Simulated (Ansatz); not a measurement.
Molecule: sum formula H$_{3}$SiO$_{3}$ (charge 0, doublet). It need not be the lowest isomer of its formula. 
Structure (B3LYP-D3(BJ)/def2-TZVP (Ansatz, a first-principles code) minimum search):
SMILES: O[SiH](O)[O]
```xyz
7

Si    -0.0541     0.0028     0.2710
O     -0.7428     1.4707    -0.0628
O     -0.7063    -1.2699    -0.5091
O      1.5332    -0.1201    -0.0733
H     -0.3573     0.0409     1.7283
H     -1.6641    -1.3307    -0.5468
H      2.1066     0.6051     0.1870
```
Charge 0, spin multiplicity 2.

Basis-set convergence of Hartree-Fock and CCSD(T) correlation energies (hartree) with Ansatz. Valence correlation only, unless marked. UHF or UKS for open shells. Spin-orbit coupling is left out. Non-relativistic.

| basis | functions | E(HF) | E(corr, CCSD(T)) |
|---|---|---|---|
| aug-cc-pV(D+d)Z | 128 | -515.40391 | -0.70056 |
| aug-cc-pV(T+d)Z | 262 | -515.48828 | -0.85513 |
| aug-cc-pV(Q+d)Z | 467 | -515.50739 | -0.90725 |

Extrapolating the two largest sets (X = 3 and 4) as X^-3: E(corr) = (64·(-0.90725) - 27·(-0.85513))/37 = -0.9453 Eh, an estimate of the basis-set limit. The largest set recovers 96.0 % of it, the smallest 74.1 %.
